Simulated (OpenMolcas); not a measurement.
Fe2+ (d6) among equal point charges was computed by CASSCF with the d shell active (OpenMolcas, ANO-RCC-VTZP on the metal). Its lowest spin-free states, and all those of the highest spin:

```json
{"2S+1": "5", "Degeneracy": "1", "E (cm-1)": "0.0"}
{"2S+1": "5", "Degeneracy": "2", "E (cm-1)": "636.8"}
{"2S+1": "5", "Degeneracy": "2", "E (cm-1)": "3065"}
{"2S+1": "3", "Degeneracy": "2", "E (cm-1)": "21843"}
{"2S+1": "3", "Degeneracy": "2", "E (cm-1)": "22638"}
{"2S+1": "3", "Degeneracy": "2", "E (cm-1)": "23166"}
{"2S+1": "3", "Degeneracy": "2", "E (cm-1)": "23217"}
{"2S+1": "3", "Degeneracy": "1", "E (cm-1)": "23935"}
{"2S+1": "3", "Degeneracy": "2", "E (cm-1)": "25181"}
{"2S+1": "3", "Degeneracy": "1", "E (cm-1)": "25356"}
{"2S+1": "3", "Degeneracy": "2", "E (cm-1)": "26083"}
{"2S+1": "3", "Degeneracy": "2", "E (cm-1)": "26453"}
```

**Question.** Is the site octahedral, tetrahedral or cube-like, axial, or of lower symmetry?

**Answer.** The states with 2S+1 = 5 have orbital degeneracies 1, 2, 2. There are pairs but no triples, so the site is axial: not cubic, but with a proper or improper axis of order three or more. The run had Fe2+ among 6 point charges of -2.2 e arranged as a trigonal prism (D3h), 2.14 Å from the ion, with a polar angle of 53.5° against the regular 49.1°. The active orbitals were held to one l.

Without dynamic correlation the repulsion within the d shell is too large (B by tens of per cent), so at a given field states of lower spin stand too high. The ground term spreads over less than 5000 cm-1, several times less than with real ligands, so orbital moments are less quenched and χT lies further from the spin-only value than at real sites. Point charges carry no covalency, so the field is a model and not that of real ligands. An unlabelled pair can be two single states that coincide in this model. No measured value stands beside these numbers.
